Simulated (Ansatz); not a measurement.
```yaml
crystal:
  periodic: [false, false, false]
  atoms:
    - {symbol: Si, position_ang: [-0.471753, 1.456867, -0.510997]}
    - {symbol: N, position_ang: [-0.052677, -0.173559, -0.158629]}
    - {symbol: Si, position_ang: [0.763463, -0.672260, 1.270804]}
    - {symbol: Zn, position_ang: [-0.506733, -1.466374, -1.388891]}
    - {symbol: H, position_ang: [-1.195519, 1.485733, -1.816320]}
    - {symbol: H, position_ang: [-1.362576, 2.047945, 0.527664]}
    - {symbol: H, position_ang: [0.723877, 2.339529, -0.627085]}
    - {symbol: H, position_ang: [0.919696, -2.156347, 1.230749]}
    - {symbol: H, position_ang: [2.121155, -0.068659, 1.390976]}
    - {symbol: H, position_ang: [0.007498, -0.317650, 2.505521]}
    - {symbol: H, position_ang: [-0.881131, -2.532125, -2.403090]}
basis:
  gaussian: {orbitals: def2-TZVP}
magnetization: {spin_polarized: true, initial_magnetization: 2}
hamiltonian: {xc: {name: HF}}
correlation: {method: mp2, frozen_orbitals: {Si: 0}}
output: {forces: true}
```

```sh
$ ansatz run in.yaml --threads 4 --pin off --events-out ev --progress --plain --max-ram 11315MiB
```

It prints (some lines left out):

```
Functional definition: HF
Error: "frozen_orbitals" has no count for N
```

(1) Something in this input is off. What?

Results:

(1) Frozen orbitals are typed for one element alone, and the program wants a count for each. The input was rejected before any iteration.
